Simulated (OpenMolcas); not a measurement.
An atom or ion with 5 electrons was computed by MS-RASPT2, IPEA 0.25 Eh, imaginary shift 0.1 Eh with spin-orbit coupling (OpenMolcas, ANO-RCC-VQZP, DKH2). The lowest levels that the run gave, each within 12 % of the measured value where one is at hand:

| J | Parity | E (cm⁻¹) | g |
| --- | --- | --- | --- |
| 1/2 | odd | 0.0 | 0.666 |
| 3/2 | odd | 352 | 1.334 |
| 1/2 | even | 70750 | 2.671 |
| 3/2 | even | 70880 | 1.735 |
| 5/2 | even | 71090 | 1.601 |
| 3/2 | even | 127210 | 0.800 |
| 5/2 | even | 127210 | 1.200 |
| 1/2 | even | 165070 | 2.002 |
| 1/2 | even | 181400 | 0.666 |
| 3/2 | even | 181640 | 1.334 |
| 3/2 | odd | 231170 | 2.002 |
| 3/2 | odd | 255450 | 0.800 |

Question: Which ion is it, and what are the configurations and terms?

Answer: O3+ (Z = 8, charge +3; active space 3 electrons in 9 orbitals (RAS2 2s 2p; RAS3 3d, at most 2 electrons)). J, parity and g give the terms where levels are pure, and mixed ones are named by the computed weights; the size of the splittings, set against known spectra of the 5-electron sequence, gives the charge. In order, with the measured energies in cm⁻¹ (Moore, Selected Tables of Atomic Spectra, NSRDS-NBS 3, section 10): 2s² 2p ²P°_1/2, 2s² 2p ²P°_3/2 (386), 2s 2p² ⁴P_1/2 (71440), 2s 2p² ⁴P_3/2 (71570), 2s 2p² ⁴P_5/2 (71756), 2s 2p² ²D_3/2 (126950), 2s 2p² ²D_5/2 (126936), 2s 2p² ²S_1/2 (164366), 2s 2p² ²P_1/2 (180481), 2s 2p² ²P_3/2 (180724), 2p³ ⁴S°_3/2 (231538), 2p³ ²D°_3/2 (255185).

Term energies are means over components that CASPT2 splits; among the terms shown or strongly mixed into the levels shown the widest spread is 17 cm-1 (2p³ ²D°). Active for correlation alone: 3d; no level in the range computed is led by a configuration that fills it, so any true level of that kind is missing. Measured partners are found by configuration, term and J. A level has none where our copy of the source lacks it or the pairing is in doubt (some pairs that miss far off the trend of their configuration count as doubtful), and it then counts in no deviation. Levels of configurations outside the active space are missing.

° marks odd parity.
